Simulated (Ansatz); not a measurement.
The first iterations of a band of AlH7O2Si (11 atoms, charge 0, multiplicity 1).

Theory: RKS revPBE/def2-SVP (Ansatz 0.2.0).

```
movable images  : 7
climbing image  : yes
spring          : 0.5 eV/Å²
optimiser       : quadratic models (default)
start path      : through a guess of the saddle point
force threshold : 0.05 eV/Å
iteration limit : 60
end points      : relaxed
```

Initial state:

```xyz
11
Properties=species:S:1:pos:R:3
Si -0.021 0.066 0.113
H -0.731 -0.568 1.277
O 1.790 -0.037 0.044
H 2.158 -0.588 -0.669
H -0.676 1.253 -0.526
H -0.163 -1.013 -0.962
O 0.737 1.454 1.548
Al 2.541 1.155 1.374
H 3.176 0.322 2.591
H 3.356 2.303 0.611
H 0.267 1.450 2.398
```

Final state:

```xyz
11
Properties=species:S:1:pos:R:3
Si 0.561 0.085 -0.305
H -1.874 1.210 3.441
O 2.262 0.330 -0.768
H 2.766 -0.318 -1.293
H -0.314 0.909 -1.201
H 0.256 -1.379 -0.463
O 0.807 0.666 1.212
Al 2.622 0.938 1.190
H 3.523 -0.229 1.824
H 3.088 2.468 1.178
H -1.265 1.117 2.985
```

| iteration | highest image above the first end (eV) | largest band force component (eV/Å) |
| --- | --- | --- |
| 1 | 4.879 | 5.215 |
| 2 | 2.980 | 3.003 |
| 3 | 2.474 | 5.138 |
| 4 | 2.330 | 0.981 |
| 5 | 2.168 | 0.633 |
| 6 | 2.002 | 1.435 |
| 7 | 1.850 | 0.785 |

Q: Does the band converge within its limit, and where does its top end?

A: It converged. It ended after 23 iterations with the highest image 1.019 eV above the first end. The profile has 2 maxima (images 1, 3) with wells between them (image 2): this band takes more than one step, which may be the mechanism or a detour left from its start path. Another band between the same ends (7 images) ends at a top of the same energy, where a vibrational analysis finds 1 clearly imaginary mode. The orbitals stay closed-shell, which can raise the energy where a bond breaks towards radicals; this wasn't checked here.

Time of the run: 5 min on 2 threads of Arm Neoverse V1, on a shared host, peak memory 0.14 GiB.
